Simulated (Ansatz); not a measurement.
`[SiH3]C1O[SiH2]1` and `CC1O[SiH2]1` differ in one atom or group.

Ansatz, PBE0-D4/def2-TZVP geometries, multiplicity 1. 

```json
{"property": "LUMO energy (B3LYP/def2-TZVPP) / eV", "`[SiH3]C1O[SiH2]1`": "-0.94"}
{"property": "HOMO–LUMO gap (ωB97M-V/def2-TZVPP) / eV", "`[SiH3]C1O[SiH2]1`": "10.89"}
{"property": "ideal-gas entropy at 298 K and 1 bar (rigid rotor, harmonic PBE0-D4/def2-TZVP) / J/(mol·K)", "`[SiH3]C1O[SiH2]1`": "320"}
{"property": "HOMO energy (PBE0/def2-TZVPP) / eV", "`[SiH3]C1O[SiH2]1`": "-7.67"}
{"property": "size of the dipole moment (PBE/def2-TZVPP) / D", "`[SiH3]C1O[SiH2]1`": "1.73"}
{"property": "HOMO–LUMO gap (PBE0/def2-TZVPP) / eV", "`[SiH3]C1O[SiH2]1`": "6.96"}
```

(1) What does the change do to each property? (Estimate.)

Answers

(1) Computed: 
| property | `CC1O[SiH2]1` | shift |
| --- | --- | --- |
| LUMO energy (B3LYP/def2-TZVPP) / eV | -0.70 | 0.24 |
| HOMO–LUMO gap (ωB97M-V/def2-TZVPP) / eV | 10.81 | -0.08 |
| ideal-gas entropy at 298 K and 1 bar (rigid rotor, harmonic PBE0-D4/def2-TZVP) / J/(mol·K) | 296 | -24 |
| HOMO energy (PBE0/def2-TZVPP) / eV | -7.31 | 0.36 |
| size of the dipole moment (PBE/def2-TZVPP) / D | 1.59 | -0.14 |
| HOMO–LUMO gap (PBE0/def2-TZVPP) / eV | 6.86 | -0.10 |

With PBE0 the HOMO rises by 0.36 eV and the LUMO rises by 0.26 eV, so the gap narrows by about 0.10 eV. PBE moves the HOMO by 0.32 eV and ωB97M-V by 0.35 eV. Dipoles are sizes alone; their direction can turn.

B3LYP here is the variant with VWN-RPA as its local correlation; programs differ in this.
